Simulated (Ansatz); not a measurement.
Molecule: dioxosilane, SiO$_{2}$, net charge 0, singlet state. 
Coordinates optimised at B3LYP-D3(BJ)/def2-TZVP (Ansatz, a first-principles code):
SMILES: O=[Si]=O
```xyz
3

O      0.0000     0.0000    -1.5101
Si     0.0000     0.0000     0.0000
O      0.0000     0.0000     1.5101
```

Basis-set convergence of Hartree-Fock and CCSD(T) correlation energies (hartree) with Ansatz. Valence correlation only, unless marked. Spin-orbit coupling is left out. Non-relativistic.

```tsv
basis	functions	E(HF)	E(corr, CCSD(T))	rough core time
cc-pV(D+d)Z	51	-438.64746	-0.48393	under 20 s
cc-pV(T+d)Z	99	-438.72600	-0.60450	under 20 s
cc-pV(Q+d)Z	174	-438.74122	-0.64745	29 s
```

Extrapolating the two largest sets (X = 3 and 4) as X^-3: E(corr) = (64·(-0.64745) - 27·(-0.60450))/37 = -0.6788 Eh, an estimate of the basis-set limit. The largest set recovers 95.4 % of it, the smallest 71.3 %.
